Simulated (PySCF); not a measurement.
## How methods differ on the ionisation energy of K

K [Ar] 4s1 (2S) → K⁺ [Ar] (1S), as a difference of total energies. Calculation: PySCF 2.14, in jorge-DZP-DKH (8s6p1d, 31 functions); scalar relativity by spin-free X2C-1e. The calculations carry no spin-orbit coupling.

```tsv
method	ionisation energy (eV)	error (eV)
UHF	3.992	-0.349
BP86	4.484	+0.143
B3LYP	4.502	+0.161
```

Reference: 4.341 eV (measured; NIST Atomic Spectra Database, ionization energies).
